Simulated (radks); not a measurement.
The numbers below are computed, except where a source is named.
Q: Ionisation of neutral xenon, [Xe], to Xe+, [Kr] 4d10 5s2 5p5, under several functionals. Dirac Kohn-Sham, spin-unpolarised, spherical densities, finite nucleus; open shells fill j = l - 1/2 first; a radial shooting solver on a logarithmic mesh with Libxc functionals. The NIST Atomic Spectra Database gives 12.130 eV (measured). Rank these functionals by the error of their Delta-SCF ionisation energy: XLYP; B86b exchange with PBE correlation; BLYP; revPBE; exchange-only LDA; RPBE; HCTH/407.

A: From best to worst: B86b exchange with PBE correlation 12.125 eV (-0.005); RPBE 12.078 eV (-0.052); revPBE 12.073 eV (-0.057); HCTH/407 12.283 eV (+0.153); XLYP 11.945 eV (-0.185); BLYP 11.922 eV (-0.208); exchange-only LDA 11.011 eV (-1.119). Spin polarisation and multiplet splitting are left out, so open shells lie too high by an amount that depends on their filling.

Beside tabulated values, note that spin-unpolarised runs miss the spin-polarisation part of the exchange energy of open shells.
